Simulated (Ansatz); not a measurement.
Reaction (ligand exchange at the Si–C bond): `FC[SiH2][SnH3]` + H–F → `F[SiH2][SnH3]` + `CF`

Computed with Ansatz on PBE0-D4/def2-TZVP structures; ΔE is electronic, products minus reactants. CBS: MP2 limit from def2 TZ/QZ plus the TZ coupled-cluster correction, frozen cores. This one scheme is used for every species. def2 core potentials past Kr. For Sn outer-core shells are correlated without core-valence functions, which leaves a few kJ/mol of doubt a bond. One conformer a species, not always the lowest.

```tsv
species	HF/CBS(def2) energy (Eh)
`FC[SiH2][SnH3]`	-643.72358
H–F	-100.07071
`F[SiH2][SnH3]`	-604.74920
`CF`	-139.10980
```

Task: Work out ΔE.

Result: ΔE = (-604.74920) + (-139.10980) − (-643.72358) − (-100.07071) = -0.06471 Eh = -40.6 kcal/mol. CCSD(T)/CBS gives -32.4 kcal/mol.

Largest T1 diagnostic among the species: 0.013.

From PBE to PBE0 (25 % exact exchange), in def2-TZVPP and without D4, ΔE moves by −0.8 kcal/mol. In def2-TZVPP, CCSD(T) changes the Hartree–Fock value by +7.3 kcal/mol (the triples alone add +1.0 kcal/mol) and MP2 by +7.2 kcal/mol.
